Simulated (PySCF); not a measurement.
**Radial density of C²⁺ (carbon, charge +2)**

BLYP, [He] 2s1 3s1, high-spin 3S determinant (an excited configuration). Computed with PySCF 2.14 in aug-cc-pVTZ-DK, with scalar relativity by spin-free X2C-1e.

```
r (bohr)  4πr²ρ (e/bohr)  4πr²(ρα − ρβ)
 0.00499         0.03855         0.0018
 0.00839          0.1045         0.0048
  0.0141          0.2727         0.0125
  0.0238          0.6844         0.0312
  0.0399           1.590         0.0719
  0.0672           3.251         0.1437
   0.113           5.349         0.2195
   0.190           6.154         0.1914
   0.320           3.927         0.0191
   0.538           1.211         0.2064
   0.905          0.9804         0.9228
    1.52          0.5879         0.5875
    2.56          0.3644         0.3644
    4.31          0.2057         0.2057
    7.24         0.01321         0.0132
```

Densities and radii are taken from the X2C orbitals without a picture-change correction, which distorts them close to the nucleus.

The outer electron is Rydberg-like, and this basis confines it to a smaller radius and binds it less than a complete one would.
